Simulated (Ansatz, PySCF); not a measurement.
System: C2H7BO (charge 0, singlet). 
Geometry from a B3LYP-D3(BJ)/def2-TZVP (Ansatz, a quantum-chemistry and plane-wave program) optimisation:
SMILES: CB(C)O
```xyz
11

B     -0.0050     0.0703    -0.0221
C      1.5173    -0.3198    -0.0309
C     -1.1279    -0.9532     0.4046
O     -0.3187     1.3442    -0.4059
H      2.1405     0.4104    -0.5486
H      1.6831    -1.3053    -0.4747
H      1.8795    -0.3938     1.0012
H     -2.1120    -0.5043     0.5658
H     -1.2404    -1.7136    -0.3766
H     -0.8513    -1.4984     1.3110
H     -1.2611     1.5379    -0.3623
```
Charge 0, spin multiplicity 1.

Total electronic energies in hartree. Valence correlation only, unless marked. Spin-orbit coupling is left out. No relativistic terms. CBS marks a two-point X^-3 extrapolation of the correlation energy; Hartree-Fock from the larger set. [CCSD(T)-MP2]/basis is that difference in the basis named.

```json
[
 {"level": "HF/6-31G*", "program": "Ansatz", "energy (Eh)": "-179.42291"},
 {"level": "RI-HF/cc-pVQZ", "program": "Ansatz", "energy (Eh)": "-179.51241"},
 {"level": "SVWN5/def2-TZVPD", "program": "Ansatz", "energy (Eh)": "-179.05103"},
 {"level": "BLYP/def2-TZVPD", "program": "Ansatz", "energy (Eh)": "-180.56391"},
 {"level": "BHLYP-D3(BJ)/def2-TZVPD", "program": "Ansatz + dftd3", "energy (Eh)": "-180.54993"},
 {"level": "TPSSh-D4/def2-TZVPD", "program": "PySCF + dftd4", "energy (Eh)": "-180.66048"},
 {"level": "B2PLYP/def2-TZVPD", "program": "Ansatz", "energy (Eh)": "-180.48402"},
 {"level": "RPA@PBE/cc-pVQZ", "program": "Ansatz", "energy (Eh)": "-180.72315"},
 {"level": "MP2/6-31G*", "program": "Ansatz", "energy (Eh)": "-179.94101"},
 {"level": "MP2/cc-pwCVTZ", "program": "Ansatz", "energy (Eh)": "-180.21349"},
 {"level": "SCS-MP2/aug-cc-pVTZ", "program": "Ansatz", "energy (Eh)": "-180.21675"},
 {"level": "SCS-MP2/cc-pVTZ", "program": "Ansatz", "energy (Eh)": "-180.20325"},
 {"level": "CCSD/6-31G*", "program": "Ansatz", "energy (Eh)": "-179.98356"},
 {"level": "RI-MP2/CBS(aug-cc-pVTZ,aug-cc-pVQZ)+[CCSD(T)-MP2]/aug-cc-pVDZ", "program": "Ansatz", "energy (Eh)": "-180.3617"},
 {"level": "RI-MP2/CBS(aug-cc-pVTZ,aug-cc-pVQZ)+[CCSD(T)-MP2]/aug-cc-pVTZ", "program": "Ansatz", "energy (Eh)": "-180.3613"}
]
```

Totals of different functionals don't rank their quality; only differences between species are comparable.
